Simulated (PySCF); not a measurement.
Compound: C2H3NOSi.
Bonds: N1–C2 (triple), C2–Si3, Si3–C4, C4–O5 (double). Hydrogens: H6, H7 on Si3; H8 on C4.

Method: PBE0-D3(BJ)/def2-SVP geometry optimisation, gas phase in PySCF 2.14.0.

Problem. List the bond lengths, angles and torsions at this level.

Solution. 
| bond | length (Å) | order |
| --- | --- | --- |
| N1≡C2 | 1.160 | triple |
| C2–Si3 | 1.857 | single |
| Si3–C4 | 1.934 | single |
| C4=O5 | 1.203 | double |
| Si3–H6, Si3–H7 | 1.486 | single |
| C4–H8 | 1.123 | single |

Bonds in one row agree within 0.01 Å and their mean is given. Orders are formal, as drawn. A selection of angles:
| angle | degrees |
| --- | --- |
| N1–C2–Si3 | 177.1 |
| C2–Si3–C4 | 108.8 |
| C2–Si3–H6 | 108.6 |
| C4–Si3–H6 | 109.6 |
| H6–Si3–H7 | 111.6 |
| Si3–C4–O5 | 118.4 |
| Si3–C4–H8 | 120.5 |
| O5–C4–H8 | 121.2 |

Dihedral angles: C2–Si3–C4–O5 -178° (antiperiplanar). The mirror-image conformer, all signs reversed, is as good.

The 5 heavy atoms lie in one plane (0.011 Å rms). The 2 C–Si bonds span 1.857 Å (C2–Si3, drawn single) to 1.934 Å (Si3–C4, drawn single), a spread of 0.077 Å. Si3 (SiH2 silicon) is tetrahedral (angles from 108.6° to 111.6°).

Point group: near Cs, missed by 0.08 Å at most; the miss may be what the optimiser left on a soft mode. Not checked by PBE0-D3(BJ)/def2-SVP frequencies. One conformer, not necessarily the lowest.

On an Arm Neoverse V2 with one thread, no GPU, on a shared host, this took 43 s and 0.38 GiB of memory at its peak. These figures are those of the optimisation.
